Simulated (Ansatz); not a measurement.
System: hydrogen selenide, H2Se, charge 0, multiplicity 1. 
Structure (B3LYP-D3(BJ)/def2-TZVP (Ansatz, a quantum-chemistry and plane-wave program) minimum search):
```
Se
H 1 1.4704
H 1 1.4704 2 91.29
```
Charge 0, spin multiplicity 1.

Basis-set convergence of Hartree-Fock and CCSD(T) correlation energies (hartree) with Ansatz. Valence correlation only, unless marked. Spin-orbit coupling is left out. The frozen core is the preceding noble-gas configuration, with the filled d and f shells of earlier blocks. No relativistic terms.

```csv
basis,functions,E(HF),"E(corr, CCSD(T))"
def2-SVPD,57,-2400.70887,-0.16380
def2-TZVPPD,91,-2401.00478,-0.19979
def2-QZVPPD,164,-2401.05213,-0.21273
```

Extrapolating the two largest sets (X = 3 and 4) as X^-3: E(corr) = (64·(-0.21273) - 27·(-0.19979))/37 = -0.2222 Eh, an estimate of the basis-set limit. The largest set recovers 95.7 % of it, the smallest 73.7 %.
